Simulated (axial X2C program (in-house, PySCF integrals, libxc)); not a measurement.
# Worked dissociation energy of RuC: HF, spin-free

Calculated with an in-house relativistic program for diatomic molecules. Spin-free means the one-electron spin-free X2C Hamiltonian. Basis: Ru dyall-cv3z [12s12p8d5f3g], C dyall-v3z [7s6p2d1f] (cores contracted in-house); Gaussian nuclei, density fitting, unrestricted open shells. Masses: Ru 101.904 u, C 12.000 u.

Molecular state: M_S = 0, Λ = 0 (closed shell).

```
E(Ru) (2M_S = 4, M_L = 2) : -4528.041604 hartree
E(C) (2M_S = 2, M_L = 0)  : -37.708581 hartree
E(RuC) at Re              : -4565.761257 hartree
ωe                        : 1339.1 cm⁻¹
ωexe                      : 3.76 cm⁻¹
```

Work out De and D0.

De = -4528.041604 + (-37.708581) − (-4565.761257) = 0.01107 hartree = 0.301 eV. The zero-point energy is ωe/2 − ωexe/4 = 669 cm⁻¹ = 0.083 eV, so D0 = 0.218 eV.

The state is a single determinant with fixed occupations, the lowest that a limited PBE0 search found. Closed shells are restricted here (equal orbitals for both partners); the stretched side of such a curve lies too high. De is counted from the lowest determinant-based energies of the atoms at the same level, without counterpoise correction. Other states lie close and PBE0, whose exact exchange favours high spin, may order them wrongly; the determinant shown need not be the ground state. The nearest other spin-free determinant of the search, M_S = 1, Λ = 2, lies 0.07 eV up at the distance of the search. With spin–orbit coupling the lowest determinant has another configuration, so this spin-free state is a model.

Hartree–Fock lacks correlation and underbinds, often by eV.

Each atomic determinant is the lowest at this level and need not be a pure term. Totals compare only within one Hamiltonian and basis.
